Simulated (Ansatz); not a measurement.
`OB(O)S[SiH3]` and `NB(O)O` differ in one atom or group.

Ansatz, PBE0-D4/def2-TZVP geometries, multiplicity 1. Each molecule was computed in one conformer, which needn't be the lowest.

```
                                        property  `OB(O)S[SiH3]`
  zero-point energy (PBE0-D4/def2-TZVP) / kJ/mol           162.3
            HOMO–LUMO gap (PBE0/def2-TZVPP) / eV            7.54
size of the dipole moment (B3LYP/def2-TZVPP) / D            1.88
           LUMO energy (ωB97M-V/def2-TZVPP) / eV            1.47
  size of the dipole moment (PBE/def2-TZVPP) / D            1.68
           HOMO–LUMO gap (B3LYP/def2-TZVPP) / eV            7.06
```

Question: Give the same properties after the change, and the shifts. (Best estimate.)

Answer: The calculation gave: 
```csv
property,`NB(O)O`,shift
zero-point energy (PBE0-D4/def2-TZVP) / kJ/mol,159.5,-2.8
HOMO–LUMO gap (PBE0/def2-TZVPP) / eV,8.17,0.63
size of the dipole moment (B3LYP/def2-TZVPP) / D,1.99,0.11
LUMO energy (ωB97M-V/def2-TZVPP) / eV,1.91,0.44
size of the dipole moment (PBE/def2-TZVPP) / D,1.93,0.25
HOMO–LUMO gap (B3LYP/def2-TZVPP) / eV,7.52,0.46
```

With PBE0 the HOMO rises by 0.17 eV and the LUMO rises by 0.79 eV, so the gap widens by about 0.62 eV. PBE moves the HOMO by 0.44 eV and ωB97M-V by -0.09 eV. The zero-point energy changes by -2.8 kJ/mol with -6 modes. Dipoles are sizes alone; their direction can turn.

B3LYP here is the variant with VWN-RPA as its local correlation; programs differ in this.

Positive LUMOs are unbound, so they and the gaps depend on the basis.
